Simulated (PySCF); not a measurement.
C5H3S2 (charge +1).
Numbering: `[CH:1]#[C:2][c:3]1[cH:4][s:5][cH+:6][s:7]1` (hydrogens: H8 on C1; H9 on C4; H10 on C6)

Computed, not measured: core-valence-separated Tamm–Dancoff BHandHLYP/aug-pcX-1 (pcseg-1 on H, def2-SVPD on S) in PySCF, non-relativistic, gas phase, PBE0-D3(BJ)/def2-SVP geometry.

Computed carbon K-edge spectrum, Gaussian lines of 0.6 eV full width, highest printed point 100; it ends one width below the last computed root. No empirical shift is added; at this level the pattern usually sits a few eV under experiment.

```json
{"photon energy (eV)": "281.9", "absorption": "0"}
{"photon energy (eV)": "282.0", "absorption": "2"}
{"photon energy (eV)": "282.1", "absorption": "4"}
{"photon energy (eV)": "282.2", "absorption": "10"}
{"photon energy (eV)": "282.3", "absorption": "20"}
{"photon energy (eV)": "282.4", "absorption": "36"}
{"photon energy (eV)": "282.5", "absorption": "54"}
{"photon energy (eV)": "282.6", "absorption": "71"}
{"photon energy (eV)": "282.7", "absorption": "81"}
{"photon energy (eV)": "282.8", "absorption": "84"}
{"photon energy (eV)": "282.9", "absorption": "82"}
{"photon energy (eV)": "283.0", "absorption": "80"}
{"photon energy (eV)": "283.1", "absorption": "82"}
{"photon energy (eV)": "283.2", "absorption": "89"}
{"photon energy (eV)": "283.3", "absorption": "96"}
{"photon energy (eV)": "283.4", "absorption": "100"}
{"photon energy (eV)": "283.5", "absorption": "98"}
{"photon energy (eV)": "283.6", "absorption": "92"}
{"photon energy (eV)": "283.7", "absorption": "83"}
{"photon energy (eV)": "283.8", "absorption": "74"}
{"photon energy (eV)": "283.9", "absorption": "65"}
{"photon energy (eV)": "284.0", "absorption": "54"}
{"photon energy (eV)": "284.1", "absorption": "42"}
{"photon energy (eV)": "284.2", "absorption": "29"}
{"photon energy (eV)": "284.3", "absorption": "19"}
{"photon energy (eV)": "284.4", "absorption": "11"}
{"photon energy (eV)": "284.5", "absorption": "6"}
{"photon energy (eV)": "284.6", "absorption": "3"}
{"photon energy (eV)": "284.7", "absorption": "2"}
{"photon energy (eV)": "284.8", "absorption": "1"}
{"photon energy (eV)": "284.9", "absorption": "1"}
{"photon energy (eV)": "285.0", "absorption": "1"}
{"photon energy (eV)": "285.1", "absorption": "1"}
{"photon energy (eV)": "285.2", "absorption": "1"}
{"photon energy (eV)": "285.3", "absorption": "1"}
{"photon energy (eV)": "285.4", "absorption": "1"}
{"photon energy (eV)": "285.5", "absorption": "2"}
{"photon energy (eV)": "285.6", "absorption": "6"}
{"photon energy (eV)": "285.7", "absorption": "13"}
{"photon energy (eV)": "285.8", "absorption": "24"}
{"photon energy (eV)": "285.9", "absorption": "40"}
{"photon energy (eV)": "286.0", "absorption": "57"}
{"photon energy (eV)": "286.1", "absorption": "71"}
{"photon energy (eV)": "286.2", "absorption": "77"}
{"photon energy (eV)": "286.3", "absorption": "72"}
{"photon energy (eV)": "286.4", "absorption": "59"}
{"photon energy (eV)": "286.5", "absorption": "42"}
{"photon energy (eV)": "286.6", "absorption": "26"}
{"photon energy (eV)": "286.7", "absorption": "14"}
{"photon energy (eV)": "286.8", "absorption": "7"}
{"photon energy (eV)": "286.9", "absorption": "4"}
{"photon energy (eV)": "287.0", "absorption": "4"}
{"photon energy (eV)": "287.1", "absorption": "5"}
{"photon energy (eV)": "287.2", "absorption": "8"}
{"photon energy (eV)": "287.3", "absorption": "12"}
{"photon energy (eV)": "287.4", "absorption": "16"}
{"photon energy (eV)": "287.5", "absorption": "20"}
{"photon energy (eV)": "287.6", "absorption": "25"}
```

Problem. Assign the maxima to core holes.

Solution. 3 maxima:
- 282.8 eV: C6 (aromatic CH next to a ring sulfur), 282.73 eV, f = 0.070, 49 % of the height at the exact maximum; C1 (terminal alkyne carbon), 282.69 eV, f = 0.055, 37 % of the height at the exact maximum
- 283.4 eV: C1 (terminal alkyne carbon), 283.43 eV, f = 0.069, 42 % of the height at the exact maximum; C4 (aromatic CH next to a ring sulfur), 283.28 eV, f = 0.062, 33 % of the height at the exact maximum; C2 (alkyne carbon), 283.66 eV, f = 0.040, 15 % of the height at the exact maximum
- 286.2 eV: C2 (alkyne carbon), 286.17 eV, f = 0.046, 36 % of the height at the exact maximum; C3 (substituted aromatic carbon), 286.30 eV, f = 0.048, 36 % of the height at the exact maximum; C4 (aromatic CH next to a ring sulfur), 286.14 eV, f = 0.033, 26 % of the height at the exact maximum

Further lines of some strength in the range: C2, 283.09 eV, f = 0.012; C3, 283.94 eV, f = 0.061; C2, 284.17 eV, f = 0.007; C6, 287.53 eV, f = 0.011.

Roots within 0.03 eV on the same or equivalent atoms count as one line; shares under 12 % aren't listed.

Vibrational structure and lifetime widths aren't in the curve. The ionisation threshold wasn't computed; near and above it a finite basis only mimics Rydberg series and continuum.

Rough CPU time on one thread of a shared machine: about 40 s.
